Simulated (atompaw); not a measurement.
# What one change does to a pseudopotential (samarium (Sm), PAW (atompaw))

atompaw 4.2.0.5 input, output lines left out:

```
Sm 62
LDA-PW scalarrelativistic loggrid 2001 logderivrange -6 5 276
6 6 5 4 0 0
6 0 1.5
6 1 0
5 2 1
4 3 5
0 0 0
c
c
c
c
v
v
c
c
c
v
v
c
c
v
c
2
3.00 2.15 2.95 2.50
n
n
y
0.55
n
custom polynom gramschmidtortho besselshape
bessel
2.25
2.50
2.35
3.00
3.00
3.00
```

All-electron outer shells of the reference configuration (LDA (PW92), scalar-relativistic, ld1.x):

```csv
shell,level (eV),outermost node (bohr),outermost maximum (bohr)
5s,-49.85,0.68,1.25
5p,-29.08,0.73,1.42
4f,-11.17,–,0.61
6s,-6.63,1.66,3.35
5d,-5.69,0.83,2.01
6p,-3.51,1.98,4.36
```

Change: all radii scaled by about 1.15 (s 2.60, p 2.70, d 3.46 bohr); local potential bessel scheme, radius 3.40 bohr; augmentation besselshape compensation charge, radius 2.48 bohr; PAW radius 3.46 bohr; waves and projectors: custom polynom gramschmidtortho; core correction smooth core density matched at 2.88 bohr.

Cutoffs: the cutoffs (Ry, on a coarse ladder) from which the occupation-weighted sum of valence levels, in a spherical-Bessel basis at the reference potential, stays within 10 and 1 mRy of its value at 400 Ry; they do not see the model core or the augmentation charge, which bear on the density cutoff.

Problem. What does the change do?

Solution. The potential gets softer (15 Ry and 25 Ry → 12 Ry and 21 Ry); neither file shows a bound ghost. A larger radius leaves more room for a smooth pseudo-wave, so fewer plane waves are needed.

```csv
quantity,base,changed
"cutoff, loose",15 Ry,12 Ry
"cutoff, tight",25 Ry,21 Ry
loose cutoff by channel (10 mRy a level),"s 8 Ry, p 12 Ry, d 8 Ry","s 8 Ry, p 10 Ry, d 6 Ry"
bound ghosts,none,none
lowest overlap eigenvalue by channel,"s 0.65, p 0.61, d 0.93","s 0.80, p 0.63, d 0.91"
```

 The cutoffs see the waves, projectors and local potential, not the compensation charge or the core.
